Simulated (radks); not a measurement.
Initial-state core-level shifts of the chlorine ion Cl+ when its valence configuration changes from [Ne] 3s2 3p4. All-electron calculation, scalar-relativistic Kohn-Sham, r2SCAN, spin-unpolarised, spherical densities, finite nucleus; meta-GGA in the generalised Kohn-Sham scheme; Fermi nuclear charge, rms radius 3.3654 fm. Program: a radial shooting solver on a logarithmic mesh with Libxc functionals. Shifts are changes of the shell-averaged eigenvalues in eV (positive: less bound); the change of the density at the nucleus, which sets a Mossbauer isomer shift, is in e/bohr^3, on a base of 3602.

valence          1s      2s      2p  density at nucleus
3s1 3p5      -1.478  -1.417  -1.417            -13.6861
3s1.5 3p4.5  -0.745  -0.714  -0.714             -6.8114
3s0.5 3p5.5  -2.200  -2.109  -2.109            -20.6191
3p6          -2.910  -2.792  -2.792            -27.6062
